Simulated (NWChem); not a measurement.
System: TeCl2; SMILES Cl[Te]Cl

Input file for NWChem:

```
start job
memory heap 200 mb stack 900 mb global 1100 mb
geometry units angstroms
  Te     0.027079    -0.024830     0.553981
  Cl     1.079230     1.360660    -0.993089
  Cl    -1.176699    -1.271306    -1.000760
end
basis spherical
  * library def2-svp
end
ecp
  Te library def2-ecp
end
dft
  xc pbe0
  iterations 150
end
driver
  maxiter 120
end
task dft optimize
dft
  grid fine
  convergence energy 1d-8 density 1d-7
end
task dft freq numerical
```

Parts of the log:

```
             Northwest Computational Chemistry Package (NWChem) 7.3.0
             --------------------------------------------------------

 C2V symmetry detected

                             Geometry "geometry" -> ""
                             -------------------------

 Output coordinates in angstroms (scale by  1.889725989 to convert to a.u.)

  No.       Tag          Charge          X              Y              Z
 ---- ---------------- ---------- -------------- -------------- --------------
    1 Te                  52.0000     0.00000000     0.00000000     0.61449557
    2 Cl                  17.0000    -1.73324259     0.00000000    -0.93981675
    3 Cl                  17.0000     1.73324259     0.00000000    -0.93981675

 Effective nuclear repulsion energy (a.u.)     445.9850863817

      Symmetry information
      --------------------

 Group name             C2v
 Group number             16
 Group order               4
 No. of unique centers     2

                                Z-matrix (autoz)
                                --------

 Units are Angstrom for bonds and degrees for angles

      Type          Name      I     J     K     L     M      Value
      ----------- --------  ----- ----- ----- ----- ----- ----------
    1 Stretch                  1     2                       2.32809
    2 Stretch                  1     3                       2.32809
    3 Bend                     2     1     3                96.23068

                           NWChem Geometry Optimization
                           ----------------------------

 maximum gradient threshold         (gmax) =   0.000450
 rms gradient threshold             (grms) =   0.000300
 maximum cartesian step threshold   (xmax) =   0.001800
 rms cartesian step threshold       (xrms) =   0.001200
 fixed trust radius                (trust) =   0.300000
 source of zmatrix                         =   autoz

          -------------------
          Energy Minimization
          -------------------

 Using diagonal initial Hessian
 Scaling for Hessian diagonals: bonds = 1.00  angles = 0.25  torsions = 0.10

          --------
          Step   0

                                 NWChem DFT Module
                                 -----------------

 Summary of "ao basis" -> "ao basis" (spherical)
 ------------------------------------------------------------------------------
       Tag                 Description            Shells   Functions and Types
 ---------------- ------------------------------  ------  ---------------------
 Te                         def2-svp                10       26   4s4p2d
 Cl                         def2-svp                 8       18   4s3p1d

      Symmetry analysis of basis
      --------------------------

        a1         25
        a2          7
        b1         19
        b2         11

            General Information
            -------------------
          SCF calculation type: DFT
          Wavefunction type:  closed shell.
          No. of atoms     :     3
          No. of electrons :    58
           Alpha electrons :    29
            Beta electrons :    29
          Charge           :     0
          Spin multiplicity:     1
          Use of symmetry is: on ; symmetry adaption is: on
          Maximum number of iterations: 150
          AO basis - number of functions:    62
                     number of shells:    26
          Convergence on energy requested:  1.00D-06
          Convergence on density requested:  1.00D-05
          Convergence on gradient requested:  5.00D-04

              XC Information
              --------------
                         PBE0 Method XC Functional
                     Hartree-Fock (Exact) Exchange  0.250
          PerdewBurkeErnzerhof Exchange Functional  0.750
            Perdew 1991 LDA Correlation Functional  1.000 local
           PerdewBurkeErnz. Correlation Functional  1.000 non-local

             Grid Information
             ----------------
          Grid used for XC integration:  medium
          Radial quadrature: Mura-Knowles
          Angular quadrature: Lebedev.
          Tag              B.-S. Rad. Rad. Pts. Rad. Cut. Ang. Pts.
          ---              ---------- --------- --------- ---------
          Te                  1.40      123           8.0       590
          Cl                  1.00       88           9.0       590
          Grid pruning is: on
          Number of quadrature shells:   211
          Spatial weights used:  Erf1

      Superposition of Atomic Density Guess
      -------------------------------------

 Sum of atomic energies:       -1229.87075680

      Non-variational initial energy
      ------------------------------

 Total energy =   -1185.846124
 1-e energy   =   -2195.257365
 2-e energy   =     779.816460
 HOMO         =      -0.202429
 LUMO         =      -0.053827

      Symmetry analysis of molecular orbitals - initial
      -------------------------------------------------

  Numbering of irreducible representations:

     1 a1          2 a2          3 b1          4 b2

  Orbital symmetries:

[...]

      ----------------------
      Optimization converged
      ----------------------

  Step       Energy      Delta E   Gmax     Grms     Xrms     Xmax
  ---- ---------------- -------- -------- -------- -------- --------
@    5   -1187.85711078 -1.0D-08  0.00000  0.00000  0.00006  0.00010
                                     ok       ok       ok       ok

                                Z-matrix (autoz)
                                --------

 Units are Angstrom for bonds and degrees for angles

      Type          Name      I     J     K     L     M      Value     Gradient
      ----------- --------  ----- ----- ----- ----- ----- ---------- ----------
    1 Stretch                  1     2                       2.35978    0.00000
    2 Stretch                  1     3                       2.35978    0.00000
    3 Bend                     2     1     3               100.18508    0.00000

                         Geometry "geometry" -> "geometry"
                         ---------------------------------

 Output coordinates in angstroms (scale by  1.889725989 to convert to a.u.)

  No.       Tag          Charge          X              Y              Z
 ---- ---------------- ---------- -------------- -------------- --------------
    1 Te                  52.0000     0.00000000     0.00000000     0.58756415
    2 Cl                  17.0000    -1.81014333     0.00000000    -0.92635104
    3 Cl                  17.0000     1.81014333     0.00000000    -0.92635104

 Effective nuclear repulsion energy (a.u.)     438.7146947666

      Symmetry information
      --------------------

 Group name             C2v
 Group number             16
 Group order               4
 No. of unique centers     2

                Final and change from initial internal coordinates
                --------------------------------------------------

                                Z-matrix (autoz)
                                --------

 Units are Angstrom for bonds and degrees for angles

      Type          Name      I     J     K     L     M      Value       Change
      ----------- --------  ----- ----- ----- ----- ----- ---------- ----------
    1 Stretch                  1     2                       2.35978    0.03169
    2 Stretch                  1     3                       2.35978    0.03169
    3 Bend                     2     1     3               100.18508    3.95441

[...]

 Rotational Constants
 --------------------
 A=   0.161788 cm-1  (  0.232772 K)
 B=   0.073564 cm-1  (  0.105839 K)
 C=   0.050570 cm-1  (  0.072757 K)

 Temperature                      =   298.15K
 frequency scaling parameter      =   1.0000

 Zero-Point correction to Energy  =    1.254 kcal/mol  (  0.001999 au)
 Thermal correction to Energy     =    3.882 kcal/mol  (  0.006187 au)
 Thermal correction to Enthalpy   =    4.475 kcal/mol  (  0.007131 au)

 Total Entropy                    =   72.932 cal/mol-K
   - Translational                =   41.763 cal/mol-K (mol. weight = 199.8444)
   - Rotational                   =   25.996 cal/mol-K (symmetry #  =        2)
   - Vibrational                  =    5.172 cal/mol-K

 Cv (constant volume heat capacity) =   10.920 cal/mol-K
   - Translational                  =    2.979 cal/mol-K
   - Rotational                     =    2.979 cal/mol-K
   - Vibrational                    =    4.962 cal/mol-K

[normal modes left out]

 ----------------------------------------------------------------------------
 Normal Eigenvalue ||           Projected Infra Red Intensities
  Mode   [cm**-1]  || [atomic units] [(debye/angs)**2] [(KM/mol)] [arbitrary]
 ------ ---------- || -------------- ----------------- ---------- -----------
    1        0.000 ||    0.000715           0.017         0.697       0.992
    2        0.000 ||    0.000664           0.015         0.648       0.922
    3        0.000 ||    0.000664           0.015         0.648       0.922
    4        0.000 ||    0.000000           0.000         0.000       0.000
    5        0.000 ||    0.000415           0.010         0.405       0.576
    6        0.000 ||    0.000222           0.005         0.217       0.308
    7      121.069 ||    0.001592           0.037         1.552       2.209
    8      372.917 ||    0.046826           1.080        45.648      64.962
    9      383.957 ||    0.013774           0.318        13.428      19.109
 ----------------------------------------------------------------------------
```

Level: PBE0/def2-SVP with def2 effective core potentials on Te. def2 effective core potentials on Te; no spin-orbit coupling.
